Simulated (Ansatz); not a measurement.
Geometry optimisation, Ansatz 0.2.0, RKS PBE-D4/def2-SVP.

Input:

```yaml
crystal:
  periodic: [false, false, false]
  atoms:
    - { symbol: Ga, position_ang: [0.0, 0.0, 0.0] }
    - { symbol: Cl, position_ang: [0.0, 0.0, 2.59] }
    - { symbol: "N", position_ang: [1.6714, 0.0, -0.965] }
    - { symbol: H, position_ang: [2.138, -0.9179, -1.2168] }
    - { symbol: H, position_ang: [2.1227, 0.9179, -1.2432] }
    - { symbol: "N", position_ang: [-1.6714, 0.0, -0.965] }
    - { symbol: H, position_ang: [-2.3403, -0.8164, -0.8664] }
    - { symbol: H, position_ang: [-1.9204, 0.8164, -1.5936] }
    - { symbol: Br, position_ang: [0.1219, 2.5784, 0.8577] }
    - { symbol: H, position_ang: [0.0692, 1.4628, 2.1491] }
basis:
  gaussian: { orbitals: def2-SVP }
hamiltonian:
  xc: pbe
  dispersion: d4
relax:
  f_tol: 0.15
  max_steps: 25
  restrain:
    - { distance: [0, 8], at: 3.62, k: 30.0 }
    - { distance: [9, 1], at: 2.57, k: 30.0 }
    - { distance: [0, 1], at: 2.24, k: 30.0 }
    - { distance: [9, 8], at: 1.55, k: 30.0 }
```

Command:

```bash
$ ansatz run input.yaml --threads 4 --pin off --max-ram 5120MiB --backend cpu --events-out ev --progress --plain --runs-dir out
```

Q: Where does it end, and by what steps?

A: It converged. The restraints hold the end off the free minimum; the threshold counts their pulls, which the force column leaves out. Restrained pairs: Ga1–Br9 (2.72 → 3.62 Å), Cl2–H10 (1.53 → 2.56 Å), Ga1–Cl2 (2.59 → 2.23 Å), Br9–H10 (1.71 → 1.51 Å). After 15 steps the energy has fallen by 1.332 eV (the restraints' own energy left out); H4 moved furthest, 1.19 Å.

```
step  energy less start (eV)  largest force component (eV/Å)  accepted
   0                  0.0000                           1.929       yes
   1                  0.0490                           2.001       yes
   2                 -0.0429                           2.052       yes
   3                 -0.2944                           2.001       yes
   4                 -0.7920                           0.943       yes
   5                 -0.9790                           1.074       yes
   6                 -0.9967                           2.491       yes
   7                 -1.2006                           1.201       yes
   8                 -1.2461                           1.118       yes
   9                 -1.2701                           1.129       yes
  10                 -1.2923                           1.111       yes
  11                 -1.3086                           1.102       yes
  12                 -1.3260                           1.089       yes
  13                 -1.3088                           1.085        no
  14                 -1.3295                           1.093       yes
  15                 -1.3323                           1.096       yes
```

```xyz
10
Properties=species:S:1:pos:R:3
Ga -0.017 -0.192 -0.210
Cl -0.018 -0.782 1.939
N 1.623 -0.206 -1.024
H 2.416 -0.117 -0.377
H 1.751 0.460 -1.798
N -1.666 -0.202 -0.987
H -2.469 -0.059 -0.370
H -1.807 0.296 -1.868
Br 0.228 3.070 1.338
H 0.151 1.771 2.103
```

Run time: 27 s on 4 threads of Intel(R) Xeon(R) Platinum 8259CL CPU @ 2.50GHz (Skylake/Cascade Lake), with other jobs on the host, peak memory 0.24 GiB.
